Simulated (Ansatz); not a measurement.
An input meant for GeEt3(SiMe3) (C₉H₂₄GeSi) (charge 0, singlet; with a point charge).

```yaml
crystal:
  periodic: [false, false, false]
  atoms:
    - {symbol: Ge, position_ang: [0.406071, 0.696579, 0.296252]}
    - {symbol: C, position_ang: [0.537486, 0.640615, 2.283408]}
    - {symbol: C, position_ang: [1.252127, -0.601668, 2.824697]}
    - {symbol: H, position_ang: [-0.494384, 0.706602, 2.690982]}
    - {symbol: H, position_ang: [1.058098, 1.568421, 2.608414]}
    - {symbol: H, position_ang: [1.312063, -0.599781, 3.933880]}
    - {symbol: H, position_ang: [0.730403, -1.537365, 2.528844]}
    - {symbol: H, position_ang: [2.292472, -0.680262, 2.443592]}
    - {symbol: C, position_ang: [2.250633, 0.805226, -0.448700]}
    - {symbol: C, position_ang: [2.303751, 0.828256, -1.979597]}
    - {symbol: H, position_ang: [2.825742, -0.058623, -0.050815]}
    - {symbol: H, position_ang: [2.727340, 1.716030, -0.023620]}
    - {symbol: H, position_ang: [3.344896, 0.896403, -2.360803]}
    - {symbol: H, position_ang: [1.855548, -0.088435, -2.420244]}
    - {symbol: H, position_ang: [1.746729, 1.692104, -2.400840]}
    - {symbol: C, position_ang: [-0.574330, 2.352863, -0.218644]}
    - {symbol: C, position_ang: [-2.025959, 2.393876, 0.269949]}
    - {symbol: H, position_ang: [-0.532073, 2.438575, -1.326136]}
    - {symbol: H, position_ang: [0.000919, 3.217574, 0.180500]}
    - {symbol: H, position_ang: [-2.541520, 3.331192, -0.029388]}
    - {symbol: H, position_ang: [-2.621726, 1.549664, -0.140191]}
    - {symbol: H, position_ang: [-2.092909, 2.325866, 1.376848]}
    - {symbol: Si, position_ang: [-0.730727, -1.252864, -0.532813]}
    - {symbol: C, position_ang: [0.490507, -2.704290, -0.675523]}
    - {symbol: C, position_ang: [-2.134699, -1.738557, 0.655172]}
    - {symbol: C, position_ang: [-1.466918, -0.890871, -2.248984]}
    - {symbol: H, position_ang: [-0.016184, -3.610369, -1.069944]}
    - {symbol: H, position_ang: [0.927942, -2.962266, 0.310760]}
    - {symbol: H, position_ang: [1.328463, -2.459784, -1.360527]}
    - {symbol: H, position_ang: [-1.744986, -1.958798, 1.670441]}
    - {symbol: H, position_ang: [-2.881574, -0.924065, 0.752078]}
    - {symbol: H, position_ang: [-2.664770, -2.644348, 0.292063]}
    - {symbol: H, position_ang: [-2.186179, -0.046862, -2.209085]}
    - {symbol: H, position_ang: [-0.675601, -0.622863, -2.978887]}
    - {symbol: H, position_ang: [-2.006633, -1.777787, -2.643155]}
basis:
  gaussian: {orbitals: def2-mTZVPP, point_charges: [{charge: 2.00, position_ang: [7.910, -0.420, -0.515]}]}
magnetization: {spin_polarized: true, initial_magnetization: 1}
hamiltonian: {xc: {name: B97M-V}}
output: {forces: true}
```

```sh
$ ansatz run in.yaml --threads 4 --pin off --events-out ev --progress --plain --max-ram 6963MiB
```

Shortened log:

```
Error: a molecule whose nuclei and cores have a total charge of 124 cannot have a net charge of 0 together with 1 unpaired electrons
```

Task: Something in this input is off. What?

Result: The number of unpaired electrons doesn't fit the electron count. The input was rejected before any iteration.
